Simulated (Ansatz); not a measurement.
Ga12N12. Charge 0, multiplicity 1. Geometry PBE-D4/def2-SVP.

```xyz
24

Ga   -1.822    0.689    2.749
Ga   -0.484   -1.376    1.674
Ga   -1.835   -1.006   -0.733
Ga   -0.189   -2.755   -1.933
Ga    1.100    0.183    3.181
Ga    1.533   -1.587   -0.236
Ga   -1.533    1.588    0.235
Ga   -1.099   -0.184   -3.181
Ga    0.189    2.755    1.933
Ga    1.835    1.006    0.733
Ga    0.484    1.375   -1.673
Ga    1.825   -0.688   -2.748
N    -0.621   -0.583    3.526
N    -2.049   -0.224    1.034
N    -0.385   -2.276   -0.047
N    -1.766   -1.867   -2.559
N     1.485   -0.836    1.556
N     1.700   -2.464   -2.047
N    -1.701    2.466    2.046
N    -1.486    0.835   -1.556
N     1.765    1.866    2.558
N     0.384    2.275    0.047
N     2.051    0.225   -1.033
N     0.621    0.582   -3.526
```

Single mean-field runs in def2-SVP, def2-TZVP are fitted with def2-universal-jkfit. Another isomer (singlet) lies 4.27 eV lower at PBE0-D4/def2-TZVP; other spin states weren't run for this one.

Question: Estimate the orbital energies around the gap (eV) in Ansatz with PBE-D4/def2-SVP, PBE-D4/def2-TZVP, r2SCAN-D4/def2-TZVP, PBE0-D4/def2-TZVP, r2SCAN0-D4/def2-TZVP.

Answer: 
| orbital | PBE-D4/def2-SVP | PBE-D4/def2-TZVP | r2SCAN-D4/def2-TZVP | PBE0-D4/def2-TZVP | r2SCAN0-D4/def2-TZVP |
| --- | --- | --- | --- | --- | --- |
| HOMO−13 | -6.89 | -6.83 | -7.04 | -7.90 | -8.06 |
| HOMO−12 | -6.52 | -6.52 | -6.72 | -7.61 | -7.77 |
| HOMO−11 | -6.51 | -6.47 | -6.69 | -7.58 | -7.77 |
| HOMO−10 | -6.50 | -6.46 | -6.69 | -7.58 | -7.77 |
| HOMO−9 | -6.38 | -6.33 | -6.53 | -7.35 | -7.50 |
| HOMO−8 | -6.38 | -6.33 | -6.53 | -7.34 | -7.50 |
| HOMO−7 | -6.18 | -6.15 | -6.36 | -7.21 | -7.38 |
| HOMO−6 | -6.18 | -6.15 | -6.36 | -7.20 | -7.37 |
| HOMO−5 | -6.10 | -6.04 | -6.22 | -7.03 | -7.18 |
| HOMO−4 | -5.86 | -5.84 | -6.05 | -6.91 | -7.08 |
| HOMO−3 | -5.49 | -5.46 | -5.66 | -6.48 | -6.64 |
| HOMO−2 | -5.49 | -5.46 | -5.65 | -6.48 | -6.64 |
| HOMO−1 | -5.25 | -5.21 | -5.39 | -6.21 | -6.37 |
| HOMO | -5.25 | -5.21 | -5.39 | -6.21 | -6.37 |
| LUMO | -4.36 | -4.41 | -4.28 | -3.60 | -3.52 |
| LUMO+1 | -3.40 | -3.41 | -3.28 | -2.60 | -2.53 |
| LUMO+2 | -2.60 | -2.61 | -2.38 | -1.68 | -1.57 |
| LUMO+3 | -2.58 | -2.57 | -2.38 | -1.68 | -1.57 |
| LUMO+4 | -2.58 | -2.56 | -2.38 | -1.65 | -1.52 |
| LUMO+5 | -2.50 | -2.49 | -2.31 | -1.61 | -1.49 |
